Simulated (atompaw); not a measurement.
# Cutoff test, nickel, PAW (atompaw)

```json
{
  "Element": "nickel",
  "Generator": "atompaw 4.2.0.5",
  "Type": "PAW",
  "Functional": "PBE",
  "Relativity": "scalar-relativistic",
  "Frozen core": "[Ar]",
  "Valence charge": "10",
  "Reference configuration": "3d8 4s2 4p0",
  "Partial waves": "4s (bound): rc 3.00 bohr; 4s channel at 1.65 Ry: rc 3.00 bohr; 4p (bound, empty): rc 3.00 bohr; 4p channel at 3.75 Ry: rc 3.00 bohr; 3d (bound): rc 1.85 bohr; 3d channel at -0.3 Ry: rc 1.85 bohr",
  "Local potential": "troulliermartins scheme with l = 3 at -0.5 Ry, radius 1.95 bohr",
  "Core correction": "smooth core density matched at 2.90 bohr",
  "Augmentation charge": "sinc compensation charge, radius 2.30 bohr; PAW radius 3.00 bohr; waves and projectors: custom rrkj vanderbiltortho"
}
```

The pseudo-atom Hamiltonian at the reference potential is diagonalised in spherical Bessel functions j_l(qr) that vanish at 20 bohr, with q² up to the cutoff. All-electron valence levels (Ry): 4s -0.4148, 4p -0.0900, 3d -0.6522.

Q: How do the lowest levels (Ry) of each channel move with the cutoff, and are there ghosts?

A:

```
cutoff (Ry)     s #1    s #2     p #1     d #1    f #1    f #2  Σ f·Δε (mRy)
          8  -0.4148  0.0040  -0.0900   0.0077  0.1128  0.2389        5279.6
         10  -0.4148  0.0040  -0.0900  -0.1776  0.1128  0.2389        3797.4
         15  -0.4148  0.0040  -0.0900  -0.4917  0.1128  0.2389        1284.3
         18  -0.4148  0.0040  -0.0900  -0.5995  0.1128  0.2389         422.1
         21  -0.4148  0.0040  -0.0900  -0.6312  0.1128  0.2389         168.2
         30  -0.4148  0.0040  -0.0900  -0.6513  0.1128  0.2389           7.3
         35  -0.4148  0.0040  -0.0900  -0.6518  0.1128  0.2389           3.5
         40  -0.4148  0.0040  -0.0900  -0.6519  0.1128  0.2389           2.8
         45  -0.4148  0.0040  -0.0900  -0.6520  0.1128  0.2389           1.6
         55  -0.4148  0.0040  -0.0900  -0.6522  0.1128  0.2389           0.3
         60  -0.4148  0.0040  -0.0900  -0.6522  0.1128  0.2389           0.3
        400  -0.4148  0.0040  -0.0900  -0.6522  0.1128  0.2389           0.0
```

Result: no extra level below or beside the all-electron valence levels (s, p, d, f tested); 10 mRy is reached at 30 Ry and 1 mRy at 50 Ry.
